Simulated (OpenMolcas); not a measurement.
An OpenMolcas run meant for K (ANO-R1, X2C; inactive shells 1s 2s 2p 3s 3p; intended active space 1 electron in 4 orbitals (4s 4p)). One step of its input:

```
&RASSCF
FileOrb=start.orb
Symmetry=1
Spin=2
nActEl=1 0 0
Inactive=3 6
Ras2=1 3
CIRoot=3 3 1
SDav=3
CIMx=300
Iter=84 100
PrWF=0.3
OrbListing=Nothing
MaxOrb=0
Atom
CIOnly
>>> COPY $Project.JobIph JOB002
```

Lines from the output:

```
...
      Number of secondary orbitals               5
      Spin quantum number                      0.5
      State symmetry                             1
Orbital specifications:
      -----------------------

      Symmetry species                           1   2
                                                ag  au
      Frozen orbitals                            0   0
      Inactive orbitals                          3   6
      Active orbitals                            1   3
      RAS1 orbitals                              0   0
      RAS2 orbitals                              1   3
      RAS3 orbitals                              0   0
      Secondary orbitals                         5   0
      Deleted orbitals                           0   0
      Number of basis functions                  9   9
      Number of CSFs                             1
      Number of root(s) required                 3
 ************ ERROR ***********
  You can't ask for more roots
  than there are configurations
 ******************************
--- Stop Module: rasscf at  /rc=_RC_INPUT_ERROR_ ---
.####################.
.# User input error #.
.####################.
```

Q: What is wrong with the input?

A: The state symmetry names the wrong parity for these configurations.
